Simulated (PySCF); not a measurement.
Excitation energy of N⁺ by level of theory

N⁺ [He] 2s2 2p2 (3P) → N⁺ [He] 2s1 2p3 (5S), as a difference of total energies. Computed with PySCF 2.14 in aug-cc-pwCVTZ (7s6p4d2f, 59 functions), with the non-relativistic Hamiltonian (point nucleus). Correlated levels: valence and next inner shell: nothing frozen. The calculations carry no spin-orbit coupling.

Order these methods by the excitation energy they give, lowest first.
A. SCS-MP2 (valence and next inner shell)
B. UHF
C. CCSD(T) (valence and next inner shell)
D. MP2 (valence and next inner shell)

B (4.012 eV), D (5.255 eV), C (5.686 eV), A (5.866 eV).

Errors of the correlated levels include the incompleteness of this basis.

For comparison: 5.790 eV (measured; NIST levels, between the centres of gravity of the two terms).
